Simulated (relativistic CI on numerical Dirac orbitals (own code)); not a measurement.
# What each ingredient does to the levels of Tl XIII

Base calculation: Dirac-Coulomb-Breit CI, separate exchange-only KLI orbitals for each configuration, QED by a radiative potential, unscaled Slater integrals.

Configuration list (outside the closed core [Kr] 4d10 4f14): 5s²5p⁶5d, 5s²5p⁶5f, 5s²5p⁶6s, 5s²5p⁵5d², 5s²5p⁶6p, 5s²5p⁶5g, 5s5p⁶5d², 5s²5p⁵5d5f, 5s²5p⁶6d, 5s²5p⁶7s, 5s²5p⁵5d5g, 5s²5p⁵5d6s, 5s5p⁶5d5f, 5p⁶5d³, 5p⁵5d⁴. Double excitations out of closed p, d and f shells are left out; levels of such configurations are missing from the list, as are those of other unlisted configurations, and high levels can miss mixing partners. These lack a partner that the ground configuration has and come out too high: 5s²5p⁵5d5f, 5s²5p⁵5d5g, 5s²5p⁵5d6s.

The lowest level and the first level of each name with at least 55 % of one term (blank where a level has no safe partner in the second run):

| Level | Base (cm⁻¹) | Shift (cm⁻¹) |
| --- | --- | --- |
| 5s²5p⁶5d ²D3/2 | 0 | 0 |
| 5s²5p⁶5d ²D5/2 | 28526 | +17 |
| 5s²5p⁶6s ²S1/2 | 395409 | -1230 |
| 5s²5p⁵5d² ⁴D°1/2 | 491663 | +3634 |
| 5s²5p⁵5d² ⁴D°3/2 | 493966 | +3230 |
| 5s²5p⁶6p ²P°1/2 | 523830 | -457 |
| 5s²5p⁵5d² ⁴D°7/2 | 525841 | +2792 |
| 5s²5p⁵5d² ⁴G°9/2 | 527357 | +2483 |
| 5s²5p⁵5d² ⁴G°11/2 | 536501 | +2318 |
| 5s²5p⁵5d² ²F°7/2 | 557231 | +169 |
| 5s²5p⁵5d² ²H°11/2 | 563615 | +797 |
| 5s²5p⁵5d² ²G°9/2 | 582826 | -1538 |
| 5s²5p⁵5d² ²P°1/2 | 585054 | -542 |
| 5s²5p⁶6p ²P°3/2 | 585226 | -692 |
| 5s²5p⁵5d² ²P°3/2 | 622774 | -4461 |
| 5s²5p⁶6d ²D3/2 | 794967 | -1277 |
| 5s²5p⁶6d ²D5/2 | 806029 | -1279 |
| 5s²5p⁵5d6s ⁴P°1/2 | 885398 | +2252 |
| 5s²5p⁵5d6s ⁴P°3/2 | 897342 | +1479 |
| 5s²5p⁵5d6s ²P°1/2 | 906070 | +357 |
| 5s²5p⁵5d6s ⁴F°7/2 | 912890 | -334 |

At this charge energies of transitions that change n are usually good to better than 1 %, and those within a shell (Δn = 0) to a few per cent. Levels and lines within the n = 5 or 6 shells can be off by up to 10 % or somewhat more, and those that change n by about 2 %, since core polarisation is missing.

Q: One thing was changed in a second run, which moved the levels as shown. Which?
A. Breit term removed
B. QED terms removed
C. valence Slater integrals scaled by 0.9
D. configuration mixing switched off

A: C. Valence Slater integrals scaled by 0.9. Scaling acts on the splittings between terms and on the mixing, and leaves the fine structure of pure LS terms nearly alone; in jj coupling it moves the levels of one term differently.

LS names give the leading component of a level, which can be under half, so a name can repeat, a term be missing and a line seem to break the LS rules.
